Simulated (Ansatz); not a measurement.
Correlation energies of `[SiH3]BB1CC1` by basis set

Z-matrix (Å, degrees):
```
Si
B 1 2.018
H 1 1.491 2 109.8
H 1 1.490 2 113.8 3 120.7
H 1 1.491 2 109.7 3 -118.7
B 2 1.574 1 113.7 3 -120.8
H 2 1.195 1 117.4 3 59.1
C 6 1.562 2 151.0 1 -77.8
C 6 1.563 2 150.7 1 78.0
H 8 1.085 6 117.0 2 56.0
H 8 1.086 6 116.7 2 -83.9
H 9 1.086 6 116.6 2 83.7
H 9 1.085 6 117.0 2 -56.2
```

Charge 0, multiplicity 1. The geometry is a stationary point of PBE0-D4/def2-TZVP. It is one conformer, not always the lowest. Frozen core, restricted reference, Ansatz. CBS rows extrapolate triple and quadruple zeta; past MP2 they add the triple-zeta difference.

```
     basis     HF (Eh)  MP2 corr.
def2-TZVPP  -418.66433   -0.65622
def2-QZVPP  -418.67902   -0.69847
```

(1) Estimate the CCSD correlation energy and the (T) correction in each basis where they were run (hartree).

Results:

(1) 
```tsv
basis	CCSD corr.	(T)
def2-TZVPP	-0.71909	-0.03024
CBS(def2)	-0.79263	as TZ
```
